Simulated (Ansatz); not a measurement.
Molecule: sum formula AlN₂H₅ (charge 0, singlet). 
Geometry from a B3LYP-D3(BJ)/def2-TZVP (Ansatz, a quantum-chemistry and plane-wave program) optimisation:
```
Al
N 1 1.7730
H 2 1.0076 1 126.34
H 2 1.0077 3 110.03 1 180.00
N 1 1.7730 2 120.19 3 0.00
H 5 1.0076 1 126.34 2 0.00
H 5 1.0077 6 110.03 1 -180.00
H 1 1.5731 2 119.91 3 180.00
```
Charge 0, spin multiplicity 1.

Basis-set convergence of Hartree-Fock and CCSD(T) correlation energies (hartree) with Ansatz. Cores are frozen in the correlated levels unless marked. No spin-orbit coupling. No relativistic terms.

```tsv
basis	functions	E(HF)	E(corr, CCSD(T))
cc-pV(D+d)Z	76	-353.80682	-0.45656
cc-pV(T+d)Z	169	-353.86177	-0.56240
cc-pV(Q+d)Z	324	-353.87444	-0.59548
cc-pV(5+d)Z	557	-353.87741	-0.60637
```

Extrapolating the two largest sets (X = 4 and 5) as X^-3: E(corr) = (125·(-0.60637) - 64·(-0.59548))/61 = -0.6178 Eh, an estimate of the basis-set limit. The largest set recovers 98.2 % of it, the smallest 73.9 %.
